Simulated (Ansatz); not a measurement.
`[CH3][Sn]([OH])([F])[Cl]` + `[OH][GaH][SiH2]F` → `[CH3][Sn]([F])([F])[Cl]` + `O[SiH2][GaH][OH]`  (redistribution)

Program: Ansatz. Geometries: PBE0-D4/def2-TZVP. ΔE: electronic, gas phase. CCSD(T)/CBS adds triple-zeta CCSD(T) − MP2 to the extrapolated MP2 energy (def2 sets, frozen cores). DFT in def2-TZVPP. def2 core potentials past Kr. For Ga, Sn outer-core shells are correlated without core-valence functions, which leaves a few kJ/mol of doubt a bond. Scalar relativity is left out up to krypton. One conformer a species, not always the lowest.

```json
{"level": "ωB97M-V", "ΔE (kJ/mol)": "5.9"}
{"level": "BHLYP", "ΔE (kJ/mol)": "8.8"}
```

Question: What does CCSD(T)/CBS give? (An estimate is asked.)

Answer: Ansatz gave: +10.3 kJ/mol. The listed levels differ from it by -4.4, -1.5 kJ/mol.

Largest T1 diagnostic among the species: 0.015.

Leaving LDA and LC-ωPBE aside and taking each functional with its dispersion term where it has one, the values, not all of them listed here, spread over 6.4 kJ/mol, from B97M-V to B2PLYP. LDA lies −5.3 kJ/mol from PBE without D4. At CCSD(T), def2-SVP lies −5.4 kJ/mol from the extrapolated value and def2-TZVPP +2.2 kJ/mol.
